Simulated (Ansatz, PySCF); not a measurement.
SnI₂, SMILES [I][Sn][I] (connectivity only; charge and spin as stated), neutral, multiplicity 1. Atoms are numbered in the order given.

```xyz
3

Sn     0.0000     0.0000     1.1986
I      0.0000     2.1387    -0.5666
I      0.0000    -2.1387    -0.5666
```

Geometry: B3LYP-D3(BJ)/def2-SVP. The isomer is the one that the SMILES or the coordinates give; other isomers of the formula were not compared. The def2 effective core potentials stand for the cores of I, Sn; spin–orbit coupling is left out.

Two levels are set side by side: PBE-D3(BJ)/def2-SVP (Ansatz, a quantum-chemistry and plane-wave program) and B3LYP-D3(BJ)/def2-SVP (Ansatz). Each level has its own optimised geometry; the coordinates shown are those of the second. Frequencies come from the Hessian of PySCF at each geometry. Differences are taken from unrounded values.

```csv
quantity,B3LYP-D3(BJ),PBE-D3(BJ),PBE-D3(BJ) minus B3LYP-D3(BJ)
mean bond length (Å),2.773,2.771,-0.003
bond Sn1–I2 (Å),2.773,2.771,-0.003
bond Sn1–I3 (Å),2.773,2.771,-0.003
highest harmonic wavenumber (cm⁻¹),188,187,-2
mean harmonic wavenumber (cm⁻¹),144,143,-1
zero-point energy (kcal/mol),0.62,0.61,-0.01
```

Here PBE gives about what the other level gives.
